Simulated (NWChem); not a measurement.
System meant: SiH4TeO; SMILES [Te]([SiH3])O

Input file for NWChem:

```
start job
memory heap 200 mb stack 900 mb global 1100 mb
geometry units angstroms noautoz
  Te     0.343355     0.540943    -0.004985
  O     -1.618711     0.986633    -0.144924
  H     -1.930292     1.088432     0.763909
  Si    -0.091680    -1.926370     0.018391
  H      1.246746    -2.585578     0.112677
  H     -0.787320    -2.351570    -1.230052
  H     -0.924671    -2.302147     1.198920
end
basis spherical
  * library def2-svp
end
dft
  xc xpbe96 cpbe96
  iterations 150
  mulliken
end
task dft energy
```

End of the output:

```
             Grid Information
             ----------------
          Grid used for XC integration:  medium
          Radial quadrature: Mura-Knowles
          Angular quadrature: Lebedev.
          Tag              B.-S. Rad. Rad. Pts. Rad. Cut. Ang. Pts.
          ---              ---------- --------- --------- ---------
          Te                  1.40      123          10.0       590
          O                   0.60       49          12.0       434
          H                   0.35       45          12.0       434
          Si                  1.10       88          10.0       590
          Grid pruning is: on
          Number of quadrature shells:   440
          Spatial weights used:  Erf1

          Convergence Information
          -----------------------
          Convergence aids based upon iterative change in
          total energy or number of iterations.
          Levelshifting, if invoked, occurs when the
          HOMO/LUMO gap drops below (HL_TOL):  1.00D-02
          DIIS, if invoked, will attempt to extrapolate
          using up to (NFOCK): 10 stored Fock matrices.

                    Damping( 0%)  Levelshifting(0.5)       DIIS
                  --------------- ------------------- ---------------
          dE  on:    start            ASAP                start
          dE off:    2 iters        150 iters           150 iters

      Screening Tolerance Information
      -------------------------------
          Density screening/tol_rho:  1.00D-10
          AO Gaussian exp screening on grid/accAOfunc:  14
          CD Gaussian exp screening on grid/accCDfunc:  20
          XC Gaussian exp screening on grid/accXCfunc:  20
          Schwarz screening/accCoul:  1.00D-08

      Superposition of Atomic Density Guess
      -------------------------------------

      charge =      52.0 Te (Tellurium)

      symmetry species            s     p     d     f
      number of basis functions =10     7     6
      number of cont. functions = 4     4     2
      number of closed shells   = 5     3     2
      number of open shells     = 0     1     0
      open shell occupation     = 0     4     0
 ------------------------------------------------------------------------
 atomscf:atomd: error in atom scf                   0
 ------------------------------------------------------------------------
 ------------------------------------------------------------------------
  current input line :
    20: task dft energy
 ------------------------------------------------------------------------
 ------------------------------------------------------------------------
 This error has not yet been assigned to a category
 ------------------------------------------------------------------------
 For more information see the NWChem manual at https://nwchemgit.github.io

0:atomscf:atomd: error in atom scf:Received an Error in Communication
```

**Question.** Find the fault in this run and fix the input.

**Answer.** The run crashed. Cause: the def2 basis of a heavy element holds valence functions alone and wants its effective core potential (without it all electrons must fit into that basis). This input runs:
```
start job
memory heap 200 mb stack 900 mb global 1100 mb
geometry units angstroms noautoz
  Te     0.343355     0.540943    -0.004985
  O     -1.618711     0.986633    -0.144924
  H     -1.930292     1.088432     0.763909
  Si    -0.091680    -1.926370     0.018391
  H      1.246746    -2.585578     0.112677
  H     -0.787320    -2.351570    -1.230052
  H     -0.924671    -2.302147     1.198920
end
basis spherical
  * library def2-svp
end
ecp
  Te library def2-ecp
end
dft
  xc xpbe96 cpbe96
  iterations 150
  mulliken
end
task dft energy
```
It converges to -634.72952 Ha (PBE/def2-SVP with def2 effective core potentials on Te).
